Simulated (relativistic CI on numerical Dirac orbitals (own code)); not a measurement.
## Level scheme of Mg⁶⁺

These numbers are calculated, not measured: Dirac-Coulomb-Breit CI, separate exchange-only KLI orbitals for each configuration, QED by a radiative potential, valence Slater integrals scaled by 0.9, configuration energies shifted to the measured levels that pair with them (semi-empirical) (own radial code, finite nucleus).

CI space (outside the closed core 1s2): 2s2 2p2, 2s 2p3, 2p4, 2s2 2p 3s, 2s2 2p 3p, 2s2 2p 3d, 2s 2p2 3s, 2s 2p2 3p, 2s 2p2 3d, 2s2 2p 4d, 2s2 2p 5d, 2s 2p2 4d, 2p3 3s, 2p3 3p, 2p3 3d, 2s2 2p 4s, 2s2 2p 4p, 2s2 2p 4f, 2s2 3s2, 2s2 3s 3p, 2s 2p2 4s, 2s2 3p2, 2s2 3s 3d, 2s 2p2 4p, 2s2 3p 3d, 2s 2p2 4f, 2s 2p 3s2, 2s2 3d2, 2s 2p 3s 3p, 2s 2p 3p2. Levels of other configurations are missing.

```csv
No.,Configuration,Term,J,E (cm⁻¹),%,Next component (%),jj configuration (%)
41,2s2 2p 3d,3F°,4,1182699,97,3 2p3 3d 3F°,2p3/2 3d5/2 (97)
42,2s2 2p 3d,3D°,1,1191784,92,4 3P°,2p1/2 3d3/2 (64)
43,2s2 2p 3d,3D°,2,1192170,86,9 3P°,2p1/2 3d5/2 (53)
44,2s2 2p 3d,3D°,3,1193125,95,3 2p3 3d 3D°,2p3/2 3d5/2 (66)
45,2s2 2p 3d,3P°,2,1196189,86,9 3D°,2p3/2 3d5/2 (52)
46,2s2 2p 3d,3P°,1,1196898,92,4 3D°,2p3/2 3d3/2 (69)
47,2s2 2p 3d,3P°,0,1197284,96,3 2p3 3d 3P°,2p3/2 3d3/2 (96)
48,2s 2p2(3P)<4P> 3s,3P,0,1211214,93,6 2s2 2p 3p 3P,2s 2p1/2^2 3s (42)
49,2s2 2p 3d,1P°,1,1211726,95,3 2p3 3d 1P°,2p3/2 3d5/2 (65)
50,2s2 2p 3d,1F°,3,1212065,96,3 2p3 3d 1F°,2p3/2 3d3/2 (40)
51,2s 2p2(3P)<4P> 3s,3P,1,1212115,93,6 2s2 2p 3p 3P,2s 2p1/2 2p3/2 3s (74)
52,2s 2p2(3P)<4P> 3s,3P,2,1213721,93,6 2s2 2p 3p 3P,2s 2p3/2^2 3s (56)
53,2s 2p2(3P)<4P> 3p,3S°,1,1237431,97,2 2p3 3s 3S°,2s 2p3/2^2 3p3/2 (30)
54,2s 2p2(3P)<4P> 3p,5D°,0,1241075,100,,2s 2p1/2^2 3p1/2 (39)
55,2s 2p2(3P)<4P> 3p,5D°,1,1241390,99,,2s 2p1/2 2p3/2 3p1/2 (42)
56,2s 2p2(3P)<4P> 3p,5D°,2,1242017,99,1 5P°,2s 2p1/2 2p3/2 3p1/2 (45)
57,2s 2p2(3P)<4P> 3p,5D°,3,1242967,99,1 5P°,2s 2p1/2 2p3/2 3p3/2 (61)
58,2s 2p2(3P)<4P> 3p,5D°,4,1244212,100,,2s 2p3/2^2 3p3/2 (65)
59,2s 2p2(3P)<4P> 3p,5P°,1,1247844,99,1 3S°,2s 2p1/2 2p3/2 3p1/2 (43)
60,2s 2p2(3P)<4P> 3p,5P°,2,1248349,99,1 5D°,2s 2p1/2 2p3/2 3p3/2 (29)
61,2s 2p2(3P)<4P> 3p,5P°,3,1249301,99,1 5D°,2s 2p1/2 2p3/2 3p3/2 (40)
62,2s 2p2(3P)<4P> 3p,3D°,1,1263983,99,,2s 2p1/2 2p3/2 3p3/2 (48)
63,2s 2p2(3P)<4P> 3p,3D°,2,1264810,99,,2s 2p1/2 2p3/2 3p3/2 (49)
64,2s 2p2(3P)<4P> 3p,3D°,3,1266053,99,,2s 2p3/2^2 3p3/2 (39)
65,2s 2p2(3P)<4P> 3p,5S°,2,1269057,99,,2s 2p1/2 2p3/2 3p3/2 (34)
66,2s 2p2(3P)<4P> 3p,3P°,0,1274506,99,,2s 2p1/2 2p3/2 3p3/2 (69)
67,2s 2p2(3P)<4P> 3p,3P°,1,1274851,99,,2s 2p1/2 2p3/2 3p3/2 (37)
68,2s 2p2(3P)<4P> 3p,3P°,2,1275455,99,,2s 2p1/2 2p3/2 3p3/2 (33)
69,2s 2p2(1D)<2D> 3s,3D,3,1284861,97,1 2s2 2p 3p 3D,2s 2p1/2 2p3/2 3s (64)
70,2s 2p2(1D)<2D> 3s,3D,2,1284895,97,1 2s2 2p 3p 3D,2s 2p1/2 2p3/2 3s (65)
```

Energies count from the lowest computed level; ° marks odd parity. Percentages are summed over parent terms; the parents shown are those of the largest component, closed shells are left out there, and <> holds an intermediate term. Filled j subshells are mostly left out of the jj labels.

The mean weight of the leading LS term, summed over parents, in these 30 levels is 96 %, and that of the leading jj configuration (from the same eigenvectors) 54 %, so LS coupling describes them better.

Configurations whose levels could be paired with our table of measured levels were shifted onto them, all but the ground configuration, by the median error of their levels; single terms can still be off by 1,000 to 2,000 cm⁻¹ or more, and rates follow the energies as ν³ (E1, M1) or ν⁵ (E2). The others borrow a shift and can be off by several thousand cm⁻¹ or more. 67 of the 69 excited levels that our extract of the measured tables holds in this range could be paired (the sources list more); they are missed by 1084 cm⁻¹ on average and 14887 at most, after the shifts were fitted to these levels, and levels without a partner can miss by more. The lowest levels of unpaired configurations miss by +6659 (2s2 2p 5d).
